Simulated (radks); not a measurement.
Values are calculated unless marked as measured or tabulated.
Hf I, 72 electrons, occupied as [Xe] 4f14 5d2.75 6s1.25 (fractional occupations, a model configuration). Code: a radial shooting solver on a logarithmic mesh with Libxc functionals. Model: Dirac Kohn-Sham, LDA (Slater exchange, Perdew-Wang correlation), spin-unpolarised, spherical densities, finite nucleus; open shells are shared between the two j in proportion to 2j + 1; Fermi nuclear charge, rms radius 5.347 fm.

Unscreened Slater integrals over Kohn-Sham orbitals (eV). Large and small components are both included.

integral,value
"F0(5d5/2,5d5/2)",9.3566
"F2(5d5/2,5d5/2)",4.4470
"F4(5d5/2,5d5/2)",2.8131
"F0(5d5/2,5d3/2)",9.6229
"F2(5d5/2,5d3/2)",4.5859
"G2(5d5/2,5d3/2)",4.5810
"G4(5d5/2,5d3/2)",2.9032
"F0(5d5/2,6s1/2)",7.7806
"G2(5d5/2,6s1/2)",2.8148
"F0(5d5/2,4f7/2)",12.879
"F2(5d5/2,4f7/2)",2.4654
"F4(5d5/2,4f7/2)",1.1116
"G1(5d5/2,4f7/2)",1.0574
"G3(5d5/2,4f7/2)",0.83782
"G5(5d5/2,4f7/2)",0.63262
"F0(5d3/2,5d3/2)",9.9094
"F2(5d3/2,5d3/2)",4.7472
"F0(5d3/2,6s1/2)",7.9204
"G2(5d3/2,6s1/2)",2.7012
"F0(5d3/2,4f7/2)",13.530
"F2(5d3/2,4f7/2)",2.7300
"G3(5d3/2,4f7/2)",0.95631
"G5(5d3/2,4f7/2)",0.72057
"F0(6s1/2,6s1/2)",7.0325
"F0(6s1/2,4f7/2)",9.2787
"G3(6s1/2,4f7/2)",0.25927
"F0(4f7/2,4f7/2)",37.125
"F2(4f7/2,4f7/2)",17.544
"F4(4f7/2,4f7/2)",10.989
"F6(4f7/2,4f7/2)",7.9004
